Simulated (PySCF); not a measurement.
Stepwise substitution at one centre (Al H-I). All species are isolated molecules in the gas phase. Strings in code marks are SMILES.

The T1 excitation (TDA) from two functionals at the same geometries (B3LYP-D3(BJ)/def2-TZVP), both in PySCF: PBE-D3(BJ)/def2-TZVP and TPSSh-D3(BJ)/def2-TZVP. Excitations are Tamm–Dancoff values on a coarser integration grid. The basis has no diffuse functions, so Rydberg states are missing or too high.

```
species                                 TPSSh-D3(BJ)/def2-TZVP (eV)
--------------------------------------  ---------------------------
1 of 3 H replaced by I (`[I][AlH2]`)                           4.27
2 of 3 H replaced by I (`[I][AlH][I]`)                         4.39
3 of 3 H replaced by I                                         4.21
```

Task: What does PBE-D3(BJ)/def2-TZVP give for each?

Result: 
- 1 of 3 H replaced by I (`[I][AlH2]`): 3.82
- 2 of 3 H replaced by I (`[I][AlH][I]`): 3.98
- 3 of 3 H replaced by I: 3.76
Over these rows, drawn at random from the members with no instability flagged (it was tested for open shells, ions and some series alone), PBE minus TPSSh-D3(BJ): mean -0.44 eV, from -0.45 eV to -0.41 eV.
